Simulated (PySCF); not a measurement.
H3OSi, SMILES [O][SiH3] (connectivity only; charge and spin as stated), charge -1, multiplicity 1. The structure is a stationary point at PBE-D3(BJ)/def2-TZVPD. The multiplicity is an assumed one; other spin states were not compared. The isomer is the one that the SMILES or the coordinates give; other isomers of the formula were not compared.

All values below come from PBE-D3(BJ)/def2-TZVPD (PySCF).

Harmonic wavenumbers (cm⁻¹): 683, 683, 911, 911, 943, 1049, 1859, 1859, 1933. Rotational constants (GHz): 88.50, 15.31, 15.31; symmetry number 3.

Work out the zero-point energy and the ideal-gas rigid-rotor harmonic-oscillator thermochemistry at 298.15 K and 1 atm.

ZPE = ½ Σ hcν = ½ × 10830 cm⁻¹ = 15.48 kcal/mol. H − E(el) = 18.12 kcal/mol. Entropy in cal/(mol K): translation 37.47, rotation 18.09, vibration 1.12, total 56.69. G − E(el) = 1.22 kcal/mol. Cp = 11.47 cal/(mol K).
